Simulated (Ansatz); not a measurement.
Ansatz (a first-principles code) input (CCSD(T)/cc-pwCVTZ):
A basis named .json is the Basis Set Exchange file of that set.

Ansatz 0.2 input:
```yaml
crystal:
  periodic: [false, false, false]
  atoms:
    - {symbol: C, position_ang: [-0.73835824, 0.94055446, -0.00180114]}
    - {symbol: C, position_ang: [-1.07747002, -0.42740215, 0.05139294]}
    - {symbol: N, position_ang: [0.00043692, -1.20194698, 0.03605835]}
    - {symbol: N, position_ang: [1.02990488, -0.33981622, -0.02666397]}
    - {symbol: C, position_ang: [0.63747667, 0.95562298, -0.05149796]}
    - {symbol: H, position_ang: [-1.39836713, 1.79005718, -0.00367387]}
    - {symbol: H, position_ang: [-2.05658913, -0.87574710, 0.09989422]}
    - {symbol: H, position_ang: [1.96751775, -0.70002008, -0.04941269]}
    - {symbol: H, position_ang: [1.34515549, 1.76540063, -0.10113137]}
basis:
  gaussian:
    orbitals: cc-pwCVTZ.json
magnetization: {spin_polarized: false}
correlation: {method: ccsd_t, electrons: outside_noble_gas}
```

End of the output:

```
integrals: 2.00 GiB planned
1600 factors; integrals over basis functions are off by at most 9.2e-4 eV
1.40 GiB of device memory are held for the factors and their scratch space
mean field: 1.21 GiB planned
mean field evaluation 1: about -6115.7424 eV, gradient 3.2e1 eV
mean field evaluation 2: about -6116.3493 eV, gradient 3.2e1 eV
mean field evaluation 4: about -6119.0919 eV, gradient 4.5e0 eV
mean field evaluation 8: about -6119.1530 eV, gradient 3.6e-1 eV
mean field evaluation 16: about -6119.1540 eV, gradient 1.7e-6 eV
mean field -6119.15403322 eV, -224.8747630094 hartree, gradient 1.7e-6 eV, S^2 0.000000; 0 other end points of the search recorded, 0 dependent functions left out
5 core orbitals not correlated
reference -6119.15403322 eV, -224.8747630094 hartree; 13, 13 occupied and 253, 253 virtual orbitals, 1600 factors
second order -24.48827966 eV of doubles, -0.00000000 eV of singles
coupled cluster: 18.43 GiB planned
cycle   1  -23.84325211 eV  change    6.5e-1 eV  update   1.2e-1
cycle   2  -24.52584176 eV  change   -6.8e-1 eV  update   3.6e-2
cycle   3  -24.65983825 eV  change   -1.3e-1 eV  update   1.6e-2
cycle   4  -24.64664589 eV  change    1.3e-2 eV  update   4.0e-3
cycle   5  -24.64726361 eV  change   -6.2e-4 eV  update   2.3e-3
cycle   6  -24.64840145 eV  change   -1.1e-3 eV  update   7.5e-4
cycle   7  -24.64782929 eV  change    5.7e-4 eV  update   3.5e-4
cycle   8  -24.64772712 eV  change    1.0e-4 eV  update   1.2e-4
cycle   9  -24.64778862 eV  change   -6.1e-5 eV  update   3.6e-5
cycle  10  -24.64778307 eV  change    5.5e-6 eV  update   1.5e-5
perturbative correction -1.30450676 eV, -0.0479397394 hartree
Total energy: -6145.10632306 eV, -225.8284920699 hartree
```
